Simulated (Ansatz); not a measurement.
Reaction (hydrogenolysis of the Si–F bond): `CO[SiH2]S[SiH2]F` + H₂ → `CO[SiH2]S[SiH3]` + H–F

Gas-phase electronic energies from Ansatz, PBE0-D4/def2-TZVP geometries. CCSD(T)/CBS adds triple-zeta CCSD(T) − MP2 to the extrapolated MP2 energy (def2 sets, frozen cores). This one scheme is used for every species. DFT in def2-TZVPP. Each species was taken in one conformer, which may not be the lowest.

```
             level  ΔE (kJ/mol)
            PBE-D4        106.2
SCS-MP2/def2-QZVPP        115.9
```

Question: What does CCSD(T)/CBS give? (Estimate.)

Answer: The calculation gave: +111.2 kJ/mol. The listed levels differ from it by -5.0, 4.7 kJ/mol.

Largest T1 diagnostic among the species: 0.012.

The D4 term adds +3.6 kJ/mol with B3LYP and +1.9 kJ/mol with PBE0; it sums over pairs of atoms, weighted by their polarisabilities, and B3LYP, whose exchange is more repulsive, gets the larger term.

B3LYP here is the variant with VWN-RPA as its local correlation; programs differ in this.
